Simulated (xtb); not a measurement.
HB, charge -1, doublet, at the geometry of the source list (a state made from the parent by changing its charge; the spin is typed, not shown lowest). Base run: GFN2-xTB (xtb).

xtb was given this input:
```
$ xtb mol.xyz --gfn 2 --chrg -1 --uhf 1 --json

# file mol.xyz
2

B      0.32270000     0.09790000    -0.47190000
H     -0.32270000    -0.09790000     0.47190000
```

Each row names what was changed in the base input (with any setting that the change needs).

```
change        ΔE vs base (mEh)  SCF cycles
------------  ----------------  ----------
base                     0.000           9
alpb = cs2             -85.671           9
acc = 0.0001             0.000          11
```

ALPB and GBSA are two models with their own fitted parameters for each solvent, which aren't always the measured dielectric constant.
